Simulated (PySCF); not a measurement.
Si(F)(Cl)(OH)(OMe) (CH4ClFO2Si), SMILES CO[Si](O)(F)Cl. Atoms are numbered in the order given.

```xyz
10

C     -2.1495    -0.4629     1.0020
O     -1.2171     0.5313     0.6563
Si     0.3030     0.2946     0.1448
O      1.2027    -0.3626     1.3398
F      0.8818     1.7242    -0.2927
Cl     0.3518    -0.9045    -1.5174
H     -1.8355    -1.0092     1.9067
H     -2.2884    -1.1872     0.1815
H     -3.1138     0.0240     1.2039
H      2.0909    -0.6653     1.1300
```
Charge 0, spin multiplicity 1.

The structure is a stationary point at PBE0-D3(BJ)/def2-SVP. Other conformers were not sampled.

Two levels are set side by side: PBE/pcSseg-1 (PySCF) and PBE0/pcSseg-1 (PySCF). GIAO shifts against CFCl3 (¹⁹F), H2O (¹⁷O), HCl (³⁵Cl), TMS (²⁹Si), TMS (¹H), TMS (¹³C) at the same level; non-relativistic, no solvent, atoms listed together averaged. Without spin–orbit terms, shifts of atoms bonded to Cl or Br come out too high at both levels. Differences are taken from unrounded values.

```tsv
quantity	PBE0	PBE	PBE minus PBE0
δ(¹³C) of C1 (ppm)	54.6	56.3	1.7
δ(¹⁷O) of O2 (ppm)	35.7	49.0	13.3
δ(²⁹Si) of Si3 (ppm)	-60.3	-61.6	-1.3
δ(¹⁷O) of O4 (ppm)	68.5	77.6	9.1
δ(¹⁹F) of F5 (ppm)	-138.1	-153.7	-15.6
δ(³⁵Cl) of Cl6 (ppm)	24.3	37.5	13.2
δ(¹H) of H7, H8, H9 (ppm)	4.03	4.10	0.07
δ(¹H) of H10 (ppm)	2.59	2.45	-0.14
```

Rough cost on one machine, each run with all the roots and properties that it gave: PBE0 against PBE within a factor of 2.
